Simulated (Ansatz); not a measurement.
Dissociation curve of AlH, singlet.

Calculation: CCSD(T) on UHF/cc-pVTZ, frozen core (Ansatz, a quantum-chemistry and plane-wave program).

The batch members p0 to p11 hold the bond at 1.24, 1.36, 1.41, 1.51, 1.57, 1.59, 1.66, 1.68, 1.79, 1.84, 1.93, 2.07 Å.

Ansatz input:

Ansatz 0.2 input:
```yaml
# input.yaml
basis:
  gaussian: { orbitals: cc-pvtz }
correlation:
  method: ccsd_t
  electrons: outside_noble_gas
scf:
  omitted_lower_state_checks: [cluster_reference, increment]
batch:
  members: [p0.yaml, p1.yaml, p2.yaml, p3.yaml, p4.yaml, p5.yaml, p6.yaml, p7.yaml, p8.yaml, p9.yaml, p10.yaml, p11.yaml]

# p6.yaml, one of the 12 members of this batch
crystal:
  periodic: [false, false, false]
  atoms:
    - { symbol: Al, position_ang: [0.0, 0.0, 0.0] }
    - { symbol: H, position_ang: [0.0, 0.0, 1.66] }
total_charge: 0
magnetization:
  spin_polarized: true
```

Lines of the output on each member:

```
Member 0: Total energy: -6598.36450025 eV, -242.4854228520 hartree
Member 0: Checks for a lower state left out: cluster_reference, increment
Member 3: Total energy: -6599.86943330 eV, -242.5407281217 hartree
Member 3: Checks for a lower state left out: cluster_reference, increment
Member 1: Total energy: -6599.31837714 eV, -242.5204771814 hartree
Member 1: Checks for a lower state left out: cluster_reference, increment
Member 2: Total energy: -6599.56479036 eV, -242.5295327002 hartree
Member 2: Checks for a lower state left out: cluster_reference, increment
Member 4: Total energy: -6599.96020926 eV, -242.5440640765 hartree
Member 4: Checks for a lower state left out: cluster_reference, increment
Member 5: Total energy: -6599.97840468 eV, -242.5447327458 hartree
Member 5: Checks for a lower state left out: cluster_reference, increment
Member 6: Total energy: -6600.00309288 eV, -242.5456400206 hartree
Member 6: Checks for a lower state left out: cluster_reference, increment
Member 8: Total energy: -6599.92809277 eV, -242.5428838172 hartree
Member 8: Checks for a lower state left out: cluster_reference, increment
Member 7: Total energy: -6600.00052901 eV, -242.5455458003 hartree
Member 7: Checks for a lower state left out: cluster_reference, increment
Member 9: Total energy: -6599.86979048 eV, -242.5407412477 hartree
Member 9: Checks for a lower state left out: cluster_reference, increment
Member 11: Total energy: -6599.48629710 eV, -242.5266481258 hartree
Member 11: Checks for a lower state left out: cluster_reference, increment
Member 10: Total energy: -6599.73734858 eV, -242.5358740978 hartree
Member 10: Checks for a lower state left out: cluster_reference, increment
```

The unrestricted determinant behind UCCSD(T) is spin-contaminated at 1.24 to 1.93, 2.47 to 6.59 Å (<S²> up to 1.0, against 0.00 for a pure singlet).
